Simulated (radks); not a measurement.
Trend from Zr to Cd: ionisation energy by Delta-SCF between NIST ground configurations, and size. All-electron calculation, scalar-relativistic Kohn-Sham, r2SCAN, spin-polarised, spherical densities, finite nucleus; open shells are filled with parallel spins first (spin-orbit coupling, left out, can overturn this in heavy ions); meta-GGA in the generalised Kohn-Sham scheme; Fermi nuclear charge, rms radius of each element as measured or else 0.836 A^(1/3) + 0.57 fm. Program: a radial shooting solver on a logarithmic mesh with Libxc functionals.

species,configuration,IE (eV),NIST (eV),kind,-e(HOMO) (eV),r at 0.001 e/bohr^3 (bohr)
Zr,[Kr] 4d2 5s2,6.123,6.634,exp.,4.111 (5s),5.11
Nb,[Kr] 4d4 5s1,7.181,6.759,exp.,3.851 (4d),4.75
Mo,[Kr] 4d5 5s1,7.478,7.092,exp.,4.819 (4d),4.62
Tc,[Kr] 4d5 5s2,6.543,7.119,exp.,4.344 (5s),4.78
Ru,[Kr] 4d7 5s1,7.703,7.361,exp.,3.457 (4d),4.46
Rh,[Kr] 4d8 5s1,7.740,7.459,exp.,4.831 (4d),4.39
Pd,[Kr] 4d10,8.926,8.337,exp.,4.022 (4d),4.05
Ag,[Kr] 4d10 5s1,7.791,7.576,exp.,4.961 (5s),4.25
Cd,[Kr] 4d10 5s2,8.856,8.994,exp.,5.849 (5s),4.39

Reference values: NIST Atomic Spectra Database (exp. = measured, semi-emp. = semi-empirical, theory = theoretical value adopted there). Open shells are spherical and high-spin; term and fine-structure splittings are not resolved.
